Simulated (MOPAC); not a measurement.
Input file for MOPAC: PM3 on BrHSn (SMILES [Br][SnH]), a point of a bond scan (R = 4.819 Å).

```
PM3 1SCF PRECISE CHARGE=0 THREADS=1
BrHSn

Sn    -0.57960730 1    -0.48360224 1     0.71178077 1
H     -3.69806942 1    -2.02905011 1    -2.62145023 1
Br     0.87757024 1     0.72103150 1    -1.00189399 1
```

Program output:

```
*******************************************************************************
 **                                                                           **
 **                              MOPAC v23.2.5                                **
 **                                                                           **
 *******************************************************************************
 ** MOPAC's Digital Object Identifier: https://doi.org/10.5281/zenodo.6511958 **
 **                                                                           **
 ** Please cite the open-source release paper for use of this MOPAC version:  **
 ** J. E. Moussa and J. J. P. Stewart (2026)                                  **
 ** MOPAC: An open-source semiempirical molecular orbital program             **
 ** J. Open Source Softw., 11(119), 8025, https://doi.org/10.21105/joss.08025 **
 *******************************************************************************

                              PM3 CALCULATION RESULTS

 *******************************************************************************
 *  PM3        - The PM3 Hamiltonian to be used
 *
 *
 *
 *                 CHARGE ON SYSTEM = 0
 *
 *
 *
 *  PRECISE    - TIGHTER CRITERIA TO BE USED
 *  1SCF       - DO 1 SCF AND THEN STOP
 *  THREADS=1  - MULTI-THREADING NOT USED
 *  T=         - A TIME OF 172800.0 SECONDS REQUESTED
 *  DUMP=N     - RESTART FILE WRITTEN EVERY 7200.0 SECONDS REQUESTED
 *******************************************************************************
PM3 1SCF PRECISE CHARGE=0 THREADS=1
 BrHSn

   ATOM   CHEMICAL          X               Y               Z
  NUMBER   SYMBOL      (ANGSTROMS)     (ANGSTROMS)     (ANGSTROMS)

     1      Sn         -0.57960730  *  -0.48360224  *   0.71178077  *
     2       H         -3.69806942  *  -2.02905011  *  -2.62145023  *
     3      Br          0.87757024  *   0.72103150  *  -1.00189399  *



          CARTESIAN COORDINATES

    NO.       ATOM           X           Y           Z

     1        Sn         -0.5796     -0.4836      0.7118
     2         H         -3.6981     -2.0291     -2.6215
     3        Br          0.8776      0.7210     -1.0019

  H: (PM3): J. J. P. STEWART, J. COMP. CHEM. 10, 209 (1989).
 Br: (PM3): J. J. P. STEWART, J. COMP. CHEM. 10, 209 (1989).
 Sn: (PM3): J. J. P. STEWART, J. COMP. CHEM. 12, 320-341 (1991).

           Empirical Formula: H Sn Br  =     3 atoms



      MOLECULAR POINT GROUP   :   Cs


      RHF CALCULATION, NO. OF DOUBLY OCCUPIED LEVELS = 6



 ALL CONVERGERS ARE NOW FORCED ON
 SHIFT=10, PULAY ON, CAMP-KING ON
 AND ITERATION COUNTER RESET



 -------------------------------------------------------------------------------
 PM3 1SCF PRECISE CHARGE=0 THREADS=1
 BrHSn



     1SCF WAS SPECIFIED, SO BFGS WAS NOT USED
     SCF FIELD WAS ACHIEVED


                              PM3 CALCULATION
                                                       MOPAC v23.2.5 Linux




          FINAL HEAT OF FORMATION =        145.91098 KCAL/MOL =     610.49155 KJ/MOL


          COSMO AREA              =        129.07 SQUARE ANGSTROMS
          COSMO VOLUME            =        109.17 CUBIC ANGSTROMS

          IONIZATION POTENTIAL    =          6.676011 EV
          HOMO LUMO ENERGIES (EV) =         -6.676 -3.429
          NO. OF FILLED LEVELS    =          6
          MOLECULAR WEIGHT        =        199.6019         POINT GROUP:  Cs

          MOLECULAR DIMENSIONS (Angstroms)

            Atom       Atom       Distance
           Br     3    H     2     5.57874
           Sn     1   Br     3     2.20073
           Br     3    H     2     0.00000


          SCF CALCULATIONS        =          1





   ATOM   CHEMICAL          X               Y               Z
  NUMBER   SYMBOL      (ANGSTROMS)     (ANGSTROMS)     (ANGSTROMS)

     1      Sn         -0.57960730  *  -0.48360224  *   0.71178077  *
     2       H         -3.69806942  *  -2.02905011  *  -2.62145023  *
     3      Br          0.87757024  *   0.72103150  *  -1.00189399  *

                             CARTESIAN COORDINATES

   1   Sn       -0.579607300    -0.483602240     0.711780770
   2    H       -3.698069420    -2.029050110    -2.621450230
   3   Br        0.877570240     0.721031500    -1.001893990


           Empirical Formula: H Sn Br  =     3 atoms



      MOLECULAR POINT GROUP   :   Cs


                  EIGENVALUES
 -17.55219 -13.94428 -11.94684 -11.94268 -11.35508  -6.67601  -3.42930  -2.92110
  -1.47699


              NET ATOMIC CHARGES AND DIPOLE CONTRIBUTIONS

  ATOM NO.   TYPE          CHARGE      No. of ELECS.   s-Pop       p-Pop
    1         Sn           0.621418        3.3786     1.95604     1.42254
    2          H          -0.119950        1.1199     1.11995
    3         Br          -0.501468        7.5015     1.87197     5.62950
 DIPOLE           X         Y         Z       TOTAL
 POINT-CHG.    -1.713    -2.011     6.048     6.600
 HYBRID         0.619     0.579    -1.183     1.455
 SUM           -1.094    -1.432     4.865     5.188


          ATOMIC ORBITAL ELECTRON POPULATIONS

     Atom    s        px        py        pz
    1 Sn   1.95604   0.49683   0.21457   0.71113
    2  H   1.11995
    3 Br   1.87197   1.87891   1.89415   1.85645

 **********************
 *                    *
 * JOB ENDED NORMALLY *
 *                    *
 **********************




 == MOPAC DONE ==
```

The run finished.

Cost: about 0.07 core-seconds (a rough figure).
